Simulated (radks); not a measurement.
Effect of the nuclear size on the scandium ion Sc+, [Ar] 3d1 4s1. Calculated with a radial shooting solver on a logarithmic mesh with Libxc functionals: Dirac Kohn-Sham, relativistic LDA (MacDonald-Vosko exchange, VWN5 correlation), spin-unpolarised, spherical densities, finite nucleus; open shells fill j = l - 1/2 first; Fermi nuclear charge, rms radius 3.5459 fm. The rms radius is varied about that value; shifts are against it.

rms radius (fm)  total energy shift (eV)  density at nucleus (e/bohr^3)  1s1/2 shift (meV)  2s1/2 shift (meV)  3s1/2 shift (meV)
3.1523                          -0.00806                           7212              -3.40             -0.276             -0.035
3.2729                          -0.00569                           7204              -2.40             -0.195             -0.025
3.5459                                 0                           7188              0.000              0.000              0.000
3.709                            0.00361                           7179               1.52              0.124              0.016
4.3685                            0.0198                           7146               8.35              0.679              0.087

Slopes of the eigenvalues against <r^2> in GHz/fm^2, as finite differences over the two radii next to the reference (eigenvalue slopes, not the field-shift constants of lines): 1s1/2 311, 2s1/2 25.3, 3s1/2 3.24.
